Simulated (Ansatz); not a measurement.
Species: GaI₂ (charge -1, singlet). 
Structure (B3LYP-D3(BJ)/def2-TZVP (Ansatz, an electronic-structure program) minimum search):
```
Ga
I 1 2.8419
I 1 2.8419 2 103.06
```
Charge -1, spin multiplicity 1.

Parts of the frozen-core correlation energy in STO-3G (Ansatz, hartree). Frozen orbitals: 60; correlated occupied orbitals by spin: 9 and 9; virtual: 3 and 3. No spin-orbit coupling. In def2 rows, elements after Kr have scalar-relativistic effective core potentials. STO-3G rows are all-electron and non-relativistic. The restricted reference is unstable. The program attaches cautions to this run: above unrestricted.

```tsv
term	value
reference (HF)	-15602.27845
MP2 opposite-spin	-0.02146
MP2 same-spin	-0.00172
CCSD correlation	-0.03363
(T)	-0.00070
T1 diagnostic	0.009
largest doubles amplitude	0.075
```
